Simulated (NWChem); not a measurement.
Species: PbF2, singlet; SMILES [Pb]([F])[F]

All runs: NWChem. Low-valent species are run as closed-shell singlets; no triplet was tried in these runs. All runs use the structure optimised with PBE0/def2-SVP. def2 effective core potentials on Pb; no spin-orbit coupling. Level PBE/def2-SVP: energy and gradient on several grids; changes count from the extra-fine grid, which is no exact limit either.

**Question.** Which is the coarsest grid (xcoarse; xfine; fine; medium; coarse) from which on the energy stays within 500 μHa and each gradient component within 500 μHa/bohr of xfine?

**Answer.** medium.
```tsv
grid	size of the energy change (μHa)	largest change of a gradient component (μHa/bohr)
xcoarse	2000	5000
coarse	40	1000
medium	< 10	100
fine	< 10	< 30
xfine	< 10	< 30
```
